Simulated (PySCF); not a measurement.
Species: Br2.
InChI=1S/Br2/c1-2

Theory: PySCF, PBE/def2-TZVP geometry optimisation, gas phase.

Masses are those of the commonest isotopes; rigid-rotor values at the optimised geometry. 

(1) What are the moment of inertia and the rotational constant?

(2) List the first levels of a rigid rotor in a Σ state.

(3) Has it a pure rotational spectrum?

## Answers

(1) I = 210.950 u·Å², B = 505379 MHz·u·Å²/I = 2396 MHz (0.0799 cm⁻¹, or 0.115 K as hB/k). For two atoms I = μr² with μ = 39.4592 u and r = 2.3121 Å.

(2) E(J) = BJ(J+1): J = 1: 0.160, J = 2: 0.479, J = 3: 0.959, J = 4: 1.598, J = 5: 2.397, J = 6: 3.356 cm⁻¹.

(3) Not by electric dipole: D∞h allows no dipole (computed 0.00 D). Rotational Raman lines (ΔJ = 2) lie at B(4J + 6), spaced by 4B = 0.320 cm⁻¹, with nuclear-spin weights that differ between even and odd J.

Not checked by PBE/def2-TZVP frequencies. Zero-point vibration and centrifugal distortion are left out.
